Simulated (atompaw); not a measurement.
**antimony: variants of one PAW (atompaw) potential**

Base potential:

```json
{
  "Element": "Sb (Z = 51)",
  "Generator": "atompaw 4.2.0.5",
  "Type": "PAW",
  "Functional": "PBEsol",
  "Relativity": "scalar-relativistic",
  "Frozen core": "[Kr]",
  "Valence charge": "15",
  "Reference configuration": "4d10 5s2 5p1 (charge +2)",
  "Partial waves": "5s (bound): rc 1.90 bohr; 5s channel at 1.1 Ry: rc 1.90 bohr; 5p (bound): rc 2.35 bohr; 5p channel at -0.8 Ry: rc 2.35 bohr; 4d (bound): rc 2.35 bohr; 4d channel at -0.75 Ry: rc 1.45 bohr",
  "Local potential": "troulliermartins scheme with l = 3 at 0 Ry, radius 1.90 bohr",
  "Core correction": "smooth core density matched at 1.65 bohr",
  "Augmentation charge": "sinc compensation charge, radius 2.20 bohr; PAW radius 2.35 bohr; waves and projectors: custom polynom vanderbiltortho"
}
```

Cutoffs, loose and tight: the cutoffs (Ry, on a coarse ladder) from which the occupation-weighted sum of valence levels, in a spherical-Bessel basis at the reference potential, stays within 10 and 1 mRy of its value at 400 Ry. They see the waves, projectors and local potential, not the compensation charge or the core. A dash means not determined.

A true bound ghost makes a file unfit for plane-wave use even where its test errors are small: the radial tests pick states by their node count and pass the ghost by.

| change | outcome | cutoff, loose | cutoff, tight | bound ghosts |
| --- | --- | --- | --- | --- |
| base | generated | 21 Ry | 45 Ry | s, p, d |
| all radii scaled by about 0.75 (s 1.42, p 1.76, d 1.76 bohr); local potential troulliermartins scheme with l = 3 at 0 Ry, radius 1.42 bohr; augmentation sinc compensation charge, radius 1.66 bohr; PAW radius 1.76 bohr; waves and projectors: custom polynom vanderbiltortho; core correction smooth core density matched at 1.24 bohr | generated | 50 Ry | 90 Ry | s, p |
| all radii scaled by about 0.82 (s 1.56, p 1.94, d 1.94 bohr); local potential troulliermartins scheme with l = 3 at 0 Ry, radius 1.56 bohr; augmentation sinc compensation charge, radius 1.82 bohr; PAW radius 1.94 bohr; waves and projectors: custom polynom vanderbiltortho; core correction smooth core density matched at 1.36 bohr | generated | 40 Ry | 70 Ry | s, p |
| all radii scaled by about 0.88 (s 1.66, p 2.06, d 2.06 bohr); local potential troulliermartins scheme with l = 3 at 0 Ry, radius 1.66 bohr; augmentation sinc compensation charge, radius 1.94 bohr; PAW radius 2.06 bohr; waves and projectors: custom polynom vanderbiltortho; core correction smooth core density matched at 1.44 bohr | generated | 40 Ry | 60 Ry | s, p |
| all radii scaled by about 1.03 (s 1.96, p 2.42, d 2.42 bohr); local potential troulliermartins scheme with l = 3 at 0 Ry, radius 1.96 bohr; augmentation sinc compensation charge, radius 2.28 bohr; PAW radius 2.42 bohr; waves and projectors: custom polynom vanderbiltortho; core correction smooth core density matched at 1.70 bohr | generated | 18 Ry | 35 Ry | s, p, d |
| all radii scaled by about 1.08 (s 2.06, p 2.54, d 2.54 bohr); local potential troulliermartins scheme with l = 3 at 0 Ry, radius 2.06 bohr; augmentation sinc compensation charge, radius 2.38 bohr; PAW radius 2.54 bohr; waves and projectors: custom polynom vanderbiltortho; core correction smooth core density matched at 1.78 bohr | generated | 18 Ry | 30 Ry | s, p |
| all radii scaled by about 1.17 (s 2.22, p 2.74, d 2.74 bohr); local potential troulliermartins scheme with l = 3 at 0 Ry, radius 2.22 bohr; augmentation sinc compensation charge, radius 2.58 bohr; PAW radius 2.74 bohr; waves and projectors: custom polynom vanderbiltortho; core correction smooth core density matched at 1.92 bohr | failed: atompaw: The overlap operator has at least one negative eigenvalue! | – | – | – |
| all radii scaled by about 1.21 (s 2.30, p 2.84, d 2.84 bohr); local potential troulliermartins scheme with l = 3 at 0 Ry, radius 2.30 bohr; augmentation sinc compensation charge, radius 2.66 bohr; PAW radius 2.84 bohr; waves and projectors: custom polynom vanderbiltortho; core correction smooth core density matched at 2.00 bohr | failed: atompaw: The overlap operator has at least one negative eigenvalue! | – | – | – |
| all radii scaled by about 1.29 (s 2.46, p 3.04, d 3.04 bohr); local potential troulliermartins scheme with l = 3 at 0 Ry, radius 2.46 bohr; augmentation sinc compensation charge, radius 2.84 bohr; PAW radius 3.04 bohr; waves and projectors: custom polynom vanderbiltortho; core correction smooth core density matched at 2.14 bohr | failed: atompaw: The overlap operator has at least one negative eigenvalue! | – | – | – |

Task: What comes out with this change to the base: all radii scaled by about 0.96 (s 1.82, p 2.26, d 2.26 bohr); local potential troulliermartins scheme with l = 3 at 0 Ry, radius 1.82 bohr; augmentation sinc compensation charge, radius 2.10 bohr; PAW radius 2.26 bohr; waves and projectors: custom polynom vanderbiltortho; core correction smooth core density matched at 1.58 bohr?

Result: outcome: generated; cutoff, loose: 35 Ry; cutoff, tight: 50 Ry; bound ghosts: s, p, d.

Reading the sweep of the scale of all radii (base = 1) (base included, trends over the rows without a ghost): Bound ghosts are found at 0.75, 0.82, 0.88, 0.96, 1, 1.03, 1.08. Every judged row has one, so this setting neither creates nor removes them. The generation fails at 1.17, 1.21, 1.29.
